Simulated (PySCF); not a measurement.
## GeH₄: from structure and modes to constants

Level of theory: PBE/[Ge def2-TZVP, H def2-TZVP], no relativity, density fitting, PySCF.

The singlet minimum has Td symmetry. Masses (u): Ge 73.92118, H 1.00782.

```xyz
5
charge 0 multiplicity 1, angstrom
Ge    0.0000    0.0000    0.0000
H     1.2604    0.0000   -0.8913
H     0.0000    1.2604    0.8913
H    -1.2604    0.0000   -0.8913
H     0.0000   -1.2604    0.8913
```

Harmonic wavenumbers (cm⁻¹): 787.4 (t2, ×3), 893.7 (e, ×2), 2097.0 (a1, ×1), 2111.7 (t2, ×3).

Problem. Find the principal moments of inertia and the rotational constants. What kind of rotor is it?

Solution. About the centre of mass I = 6.4045, 6.4045, 6.4045 u Å². With B = 16.8576/I this gives 2.632, 2.632, 2.632 cm⁻¹. The molecule is a spherical top.

Problem. What is the harmonic zero-point energy?

Solution. Half the sum of all 9 wavenumbers, 12582/2 = 6291 cm⁻¹, which is 75.3 kJ/mol (1 cm⁻¹ = 0.0119627 kJ/mol).

Problem. Give the standard entropy (298.15 K, 1 bar) by its translational, rotational, vibrational and spin parts, and Cp.

Solution. Sackur–Tetrode with M = 77.95 u gives 163.2; rotation with symmetry number 12 gives 51.0; vibration 3.9; spin R ln 1 = 0.0. The total is 218.2 J/(mol K), and Cp = 4 R + 12.8 = 46.1 J/(mol K).
